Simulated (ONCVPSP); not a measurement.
# Scattering properties, ONCV potential for C (Z = 6)

carbon (C), optimised norm-conserving Vanderbilt (ONCV), made with ONCVPSP 4.0.1 (PBEsol, scalar-relativistic). Core [He], reference 2s2 2p2. Waves: 2s: rc 0.95 bohr, ncon 4, nbas 8, qcut 5.7 1/bohr, local; 2p: rc 1.95 bohr, ncon 4, nbas 8, qcut 7 1/bohr, 1 projector; d scattering state at 0.31 Ha: rc 1.55 bohr, ncon 4, nbas 8, qcut 6.2 1/bohr, 2 projectors, debl 0.7 Ha. Local part: the s channel. Core correction: none.

The phase is arctan(r·R′/R) of the radial function R(r), unwrapped; energies in Ha, scanned from -2 to 5 Ha. A pole is an energy at which the radial function vanishes at the test radius. The pseudo phase is shifted by a multiple of π to meet the all-electron one at the reference energy, and phase errors are pseudo minus all-electron; the curves can meet again beyond the range given. Levels narrower than the energy grid can be missing from the lists of poles.

Task: For each channel, where are the poles, and over which energies does the pseudopotential scatter like the atom?

Result:

| channel | radius (bohr) | reference energy (Ha) | poles, all-electron | poles, pseudo | unbroken range about the reference energy with phases within 0.05 rad | phase error 1 Ha above the reference energy (rad) |
| --- | --- | --- | --- | --- | --- | --- |
| s | 0.96 | -0.50 | none | none | the whole range | -0.004 |
| p | 1.98 | -0.19 | 0.34, 4.40 | 0.35 | below 1.1 | +0.019 |
| d | 1.57 | 0.31 | 4.51 | 4.51 | the whole range | +0.000 |

Phases in the p channel:

| E (Ha) | all-electron | pseudo |
| --- | --- | --- |
| -1.98 | 1.199 | 1.200 |
| -1.62 | 1.129 | 1.131 |
| -1.26 | 1.009 | 1.011 |
| -0.90 | 0.742 | 0.746 |
| -0.54 | -0.050 | -0.046 |
| -0.18 | -1.081 | -1.081 |
| 0.18 | -1.471 | -1.469 |
| 0.54 | -1.669 | -1.660 |
| 0.90 | -1.846 | -1.822 |
| 1.26 | -2.119 | -2.042 |
| 1.62 | -2.785 | -2.498 |
| 1.98 | -3.803 | -3.426 |
| 2.34 | -4.253 | -4.072 |
| 2.70 | -4.436 | -4.333 |
| 3.06 | -4.536 | -4.462 |
| 3.42 | -4.600 | -4.539 |
| 3.78 | -4.648 | -4.592 |
| 4.14 | -4.687 | -4.632 |
| 4.50 | -4.722 | -4.665 |
| 4.86 | -4.756 | -4.693 |
